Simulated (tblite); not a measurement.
C5H4F3O (doublet state).
Atom-mapped SMILES: `[OH:1][C:2]([CH:3]1[CH:4]=[CH:5]1)[C:6]([F:7])([F:8])[F:9]` (hydrogens: H10 on O1; H11 on C3; H12 on C4; H13 on C5)
Bond orders are those of one Lewis drawing.

Computed with GFN2-xTB (tblite), gas phase: L-BFGS steps from a force-field or distance-geometry start until the largest atomic force falls under 0.01 eV/Å.

Geometry at step 13:
```
atom  x, y, z in Å
O1     -1.3331   -1.6407    0.4055
C2     -0.5531   -0.6161   -0.0253
C3      0.8249   -0.6328    0.4359
C4      1.9479    0.0082   -0.3384
C5      1.5045    0.6929    0.6690
C6     -1.1505    0.6161   -0.5789
F7     -2.3476    0.4278   -1.1644
F8     -1.3801    1.6186    0.3321
F9     -0.3399    1.1744   -1.4944
H10    -2.2230   -1.6119    0.0569
H11     1.0402   -1.5016    1.0393
H12     2.6328   -0.1383   -1.1284
H13     1.3725    1.6039    1.1897
```

Question: What forces act on the atoms?

Answer: 
| atom | Fx (eV/Å) | Fy (eV/Å) | Fz (eV/Å) |
| --- | --- | --- | --- |
| O1 | 0.047 | -0.386 | 0.273 |
| C2 | 0.034 | -0.006 | -0.149 |
| C3 | -0.235 | -0.046 | 0.030 |
| C4 | 0.134 | 0.231 | 0.067 |
| C5 | 0.174 | 0.112 | -0.055 |
| C6 | 0.071 | 0.066 | -0.007 |
| F7 | 0.041 | -0.202 | 0.020 |
| F8 | 0.080 | -0.080 | 0.026 |
| F9 | -0.112 | 0.152 | -0.171 |
| H10 | -0.407 | 0.175 | -0.222 |
| H11 | -0.020 | -0.086 | 0.213 |
| H12 | 0.041 | -0.015 | -0.215 |
| H13 | 0.151 | 0.086 | 0.189 |

The largest, 0.50 eV/Å, acts on H10; the rms over all components is 0.158 eV/Å. The forces sum to zero within rounding, as they must for an isolated molecule in no field.

Question: Give the force on H10 in Eh/bohr and in nN.

Answer: 0.496 eV/Å ÷ 51.422 = 0.00964 Eh/bohr, and 0.496 eV/Å × 1.602 = 0.79 nN.

Question: How far is this geometry from the end of the optimisation?

Answer: 0.099 eV above it, and 0.263 Å rms away after alignment. The bonds farthest from their final lengths, with half the difference of the two atoms' forces along the bond (positive lengthens):

```csv
bond,now (Å),final (Å),force along bond (eV/Å)
C6–F8,1.374,1.359,-0.04
C6–F9,1.344,1.357,+0.02
C3–C4,1.507,1.519,+0.19
C3–C5,1.508,1.520,+0.16
O1–H10,0.956,0.966,+0.31
O1–C2,1.358,1.366,+0.21
```

The angle farthest from its final value is O1–C2–C3, 115.8° against 118.9°.

Of the 5 listed bonds off by 0.010 Å or more, this force points towards the final length in 5.

The cost below is that of the whole relaxation. On Intel Xeon 6975P-C, one thread (shared host), this took 0.33 s of wall time.
